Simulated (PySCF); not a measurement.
**C₆ coefficients of unlike pairs at PBE**

Calculated with PySCF 2.14 from the dipole response of each species, C₆(A,B) = (3/π) ∫ α_A(iu) α_B(iu) du, in atomic units, from isotropic polarisabilities. For ions this is the dispersion term alone; charge-induced terms of lower order in 1/R come first.

| species | configuration | basis | relativity | α (bohr³) | C₆ (like pair) |
| --- | --- | --- | --- | --- | --- |
| Ir²⁺ | [Xe] 4f14 5d7 (4F) | aug-cc-pVTZ-PP with one added diffuse shell each of s, p, d, f, g type with ECP60MDF (7s7p6d4f3g) | core potential | 10.71 | 69.21 |
| S²⁺ | [Ne] 3s2 3p2 (3P) | x2c-TZVPPall with one added diffuse shell each of s, p, d type (6s6p4d1f) | spin-free X2C | 7.274 | 26.35 |
| I⁺ | [Kr] 4d10 5s2 5p4 (3P) | aug-cc-pVQZ-DK3 (9s8p6d3f2g) | spin-free X2C | 20.61 | 176.3 |
| Pt⁺ | [Xe] 4f14 5d9 (2D) | aug-cc-pVQZ-PP with ECP60MDF (7s7p6d4f3g2h) | core potential | 17.16 | 130.1 |

(1) Estimate C₆ for Pt⁺ with I⁺.

No spin-orbit coupling is included.

The other pairs:

```csv
pair,C₆
"Pt⁺, Ir²⁺",94.29
"I⁺, Ir²⁺",107.9
"Pt⁺, S²⁺",58.29
"S²⁺, Ir²⁺",42.12
"I⁺, S²⁺",67.96
```

## Answers

(1) The integral gives 150.5. The combination rule 2 C_A C_B / (C_A α_B/α_A + C_B α_A/α_B) gives 151.4 and the geometric mean 151.5.
